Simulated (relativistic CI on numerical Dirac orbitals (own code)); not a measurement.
# Crystal-field levels of Tc4+, 4d3

Calculated by Dirac-Coulomb-Breit CI, KLI orbitals optimised for each configuration, a model potential for QED, valence Slater integrals scaled by 0.9, one configuration in a parametric crystal field (own radial code). With so little scaling, terms lie 10 to 35 % too far apart, which can change the order of excited levels.

Field parameters in Wybourne normalisation: D4h B²₀ = −7Ds, B⁴₀ = 21(Dq − Dt), B⁴₄ = 21√(5/14) Dq. The field is a parameter set, without covalency.

S is read from ⟨S²⟩ = S(S + 1).

Levels (cm⁻¹, degeneracy): 0 (2), 3 (2), 14804 (2), 15500 (2), 16085 (2), 16164 (2), 16902 (2), 24439 (2), 25148 (2), 25603 (2), 25888 (2), 25968 (2).

Which field gives this pattern?
A. D4h, 10Dq = 33400, Ds = 3000, Dt = 880 cm⁻¹
B. D4h, 10Dq = 33400, Ds = 1360, Dt = 880 cm⁻¹
C. D4h, 10Dq = 33400, Ds = 950, Dt = 880 cm⁻¹
D. D4h, 10Dq = 33400, Ds = 140, Dt = 880 cm⁻¹

D. D4h, 10Dq = 33400, Ds = 140, Dt = 880 cm⁻¹, ground level with S = 1.50.
